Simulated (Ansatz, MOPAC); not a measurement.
Species: CHO, net charge 0, doublet state. SMILES: [CH][O]

Atoms: C1, O2, H3. Bonds: C1-O2, C1-H3.

Bond lengths (Å) and angles (degrees) optimised at PM3 with MOPAC; MNDO with MOPAC; HF/3-21G with Ansatz (a first-principles code), each started from the B3LYP-D3(BJ)/def2-TZVP structure (Ansatz) of the last column. A row stands for all coordinates that are equal there. No wavenumbers were computed at MNDO, so these may be saddle points.

```csv
coordinate,PM3,MNDO,HF/3-21G,B3LYP-D3(BJ)/def2-TZVP
C1-O2,1.166,1.185,1.180,1.172
C1-H3,1.089,1.075,1.095,1.125
O2-C1-H3,136.5,143.1,129.0,124.4
```

Mean signed difference of all 2 bond lengths from B3LYP-D3(BJ)/def2-TZVP: PM3 -0.021 Å, MNDO -0.019 Å, HF/3-21G -0.011 Å.
